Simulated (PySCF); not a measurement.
Computed vibrations of [PbCl3(NH3)]+

[PbCl3(NH3)]+ (singlet). PySCF 2.14.0, RKS PBE0, Pb def2-SVP with ECP60, Cl def2-SVP, N def2-SVP, H def2-SVP; non-relativistic Hamiltonian with scalar-relativistic core potentials where named; density fitting; no spin-orbit coupling. Central differences of gradients.

```xyz
8

Pb    0.0053   -0.0053    0.0053
Cl    1.1767    1.7054    1.1767
Cl   -1.7054   -1.1767    1.1767
Cl    1.1767   -1.1767   -1.7054
N    -1.3570    1.3570   -1.3570
H    -1.9633    1.9633   -0.7938
H    -0.7938    1.9633   -1.9633
H    -1.9633    0.7938   -1.9633
```

Run from Python with OMP_NUM_THREADS=2. Where DIIS fails, smearing, a level shift and second-order steps follow.
It took 110 s on 2 threads of Intel(R) Xeon(R) Platinum 8259CL CPU @ 2.50GHz (Skylake/Cascade Lake) (shared host).

What are the harmonic wavenumbers and infrared intensities?

Modes are labelled in C3v; negative numbers are unstable modes, those under 60 cm⁻¹ near the noise; a finer grid moves soft modes by up to 10 cm⁻¹.
```csv
cm⁻¹,km/mol,symmetry
-43,–,a2
82,8.5,e
82,8.5,e
91,0.1,e
91,0.1,e
92,10.8,a1
339,1.4,a1
359,8.9,a1
380,25.4,e
380,25.4,e
689,43.5,e
689,43.5,e
1270,92.8,a1
1608,30.4,e
1608,30.4,e
3450,122.9,a1
3572,113.6,e
3572,113.6,e
```

Is this a minimum?

Probably not: 1 unstable, though so soft as to be near the noise; the lowest moves the atoms so:
```
Pb   0.00  0.00  0.00
Cl   0.01  0.00 -0.01
Cl   0.00  0.01  0.01
Cl  -0.01 -0.01  0.00
N    0.00  0.00  0.00
H   -0.41 -0.41  0.00
H    0.00  0.41  0.41
H    0.41  0.00 -0.41
```
